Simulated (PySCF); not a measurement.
## Relaxation of sextet IrS(OH)₂

All numbers come from PySCF, UPBE0, basis Ir def2-SVP with ECP60, S def2-SVP, O def2-SVP, H def2-SVP (scalar-relativistic core potentials, no spin–orbit coupling, density fitting). A (50,194) grid was used.

A hand-made T-shaped (ligand arrangement 2) (heavy-atom frame) start, of C2 symmetry, held to at least that symmetry:

```xyz
6
charge 0 multiplicity 6, angstrom
Ir    0.0000    0.0000   -0.2667
S     0.0000    0.0000    1.8233
O     1.8489    0.0000   -0.2021
O    -1.8489    0.0000   -0.2021
H     2.4656   -0.7354   -0.1806
H    -2.4656    0.7354   -0.1806
```

Optimiser trace:
```json
{"step": "0", "E − E(last) (kJ/mol)": "85.69", "largest gradient (Eh/bohr)": "0.11508"}
{"step": "1", "E − E(last) (kJ/mol)": "19.63", "largest gradient (Eh/bohr)": "0.02808"}
{"step": "2", "E − E(last) (kJ/mol)": "10.26", "largest gradient (Eh/bohr)": "0.01285"}
{"step": "3", "E − E(last) (kJ/mol)": "3.98", "largest gradient (Eh/bohr)": "0.00472"}
{"step": "4", "E − E(last) (kJ/mol)": "2.69", "largest gradient (Eh/bohr)": "0.00517"}
{"step": "5", "E − E(last) (kJ/mol)": "2.18", "largest gradient (Eh/bohr)": "0.00309"}
{"step": "6", "E − E(last) (kJ/mol)": "1.88", "largest gradient (Eh/bohr)": "0.00653"}
{"step": "7", "E − E(last) (kJ/mol)": "1.31", "largest gradient (Eh/bohr)": "0.00221"}
{"step": "8", "E − E(last) (kJ/mol)": "0.88", "largest gradient (Eh/bohr)": "0.00430"}
{"step": "9", "E − E(last) (kJ/mol)": "0.53", "largest gradient (Eh/bohr)": "0.00424"}
{"step": "10", "E − E(last) (kJ/mol)": "0.21", "largest gradient (Eh/bohr)": "0.00189"}
{"step": "11", "E − E(last) (kJ/mol)": "0.08", "largest gradient (Eh/bohr)": "0.00217"}
{"step": "12", "E − E(last) (kJ/mol)": "0.09", "largest gradient (Eh/bohr)": "0.00191"}
{"step": "13", "E − E(last) (kJ/mol)": "0.02", "largest gradient (Eh/bohr)": "0.00044"}
{"step": "14", "E − E(last) (kJ/mol)": "0.01", "largest gradient (Eh/bohr)": "0.00036"}
{"step": "15", "E − E(last) (kJ/mol)": "0.00", "largest gradient (Eh/bohr)": "0.00015"}
{"step": "16", "E − E(last) (kJ/mol)": "0.00", "largest gradient (Eh/bohr)": "0.00012"}
```

It ends at C2 with Ir–O 1.889 Å (×2), Ir–S 2.414 Å, O–H 0.966 Å (×2); H–O–Ir 124.1° (×2), O–Ir–O 175.2°, O–Ir–S 92.4° (×2) (after a last refinement on a finer grid). A frequency run shows a minimum. Other isomers or separated fragments may lie lower.

Final geometry:
Z-matrix (Å, degrees; charge 0 multiplicity 6):
```
Ir
S  1 2.4137
O  1 1.8889 2 92.41
O  1 1.8889 2 92.41 3 180.00
H  3 0.9655 1 124.12 2 52.50
H  4 0.9655 1 124.12 2 52.50
```

With open d or f shells other occupations or spin states may lie lower. At this level a doublet minimum of C2 symmetry lies 253 kJ/mol below this structure. Spin–orbit coupling, left out here, can matter for elements this heavy.

The relaxation took of the order of 2 core-minutes on a shared host.
